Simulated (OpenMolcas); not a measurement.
Te VI: effect of correlating more closed shells

```json
{
  "Program": "OpenMolcas",
  "Basis": "ANO-RCC-VTZP [7s6p4d2f1g]",
  "Scalar Hamiltonian": "DKH2, point nucleus",
  "Active space": "1 electron in 4 orbitals (5s 5p)",
  "State averaging": "2S+1 = 2 even, 1 root; 2S+1 = 2 odd, 3 roots",
  "Spin-orbit coupling": "state interaction with AMFI integrals over the reference wave functions, term energies averaged over their components"
}
```

Methods on the same reference wave functions:
A. CASSCF
B. SS-CASPT2, IPEA 0.25 Eh, imaginary shift 0.1 Eh (closed shells correlated: 4d)
C. SS-CASPT2, IPEA 0.25 Eh, imaginary shift 0.1 Eh (closed shells correlated: 4s 4p 4d)

Energies in cm⁻¹ above 5s ²S_1/2, the measured ground level; measured values from the list in Rauch et al., Astron. Astrophys. 606, A105 (2017).

```tsv
Level	A	B	C	Measured
5s ²S_1/2	0.0	0.0	0.0	0.0
5p ²P°_1/2	91623	94147	94700	93335
5p ²P°_3/2	102425	104949	105502	105150
```

Deviations, from unrounded energies. A percentage is the sum of absolute deviations over the sum of measured energies, with the sign that they share, or ± where signs differ.

| Against measurement | Levels | A | B | C |
| --- | --- | --- | --- | --- |
| mean absolute deviation (cm-1) | 2 | 2200 | 510 | 860 |
| other configurations (%) | 2 | -2.2 | ±0.5 | +0.9 |

B lies closest to measurement on these levels and A furthest from it. The largest miss of B in the table is 5p ²P°_1/2, by +810 cm-1. The ranking rests on the paired levels alone, and a cruder setting can come out closer through cancelling errors.

Between B and C the level of the table that moves most is 5p ²P°_3/2, by 550 cm-1 (lowest in B, highest in C).

The lowest spin-free term lies below A's lowest term by 0.373 hartree in B, 0.530 hartree in C.

What an inner shell adds also hangs on whether the basis holds functions to correlate it.

With one active electron the reference holds no correlation, so core polarisation is missing (holds for A). With one active electron, CASPT2 adds the correlation within the correlated inactive shells and between them and that electron, and leaves the splitting within a term as the reference gives it (holds for B; C). Computed and measured levels are paired by configuration, term and J; levels that our copy of the source lacks, or whose pairing is in doubt (as where it misses far off the trend of its configuration), stay unpaired and out of the deviations. Levels of configurations outside the active space are missing.

° marks odd parity.
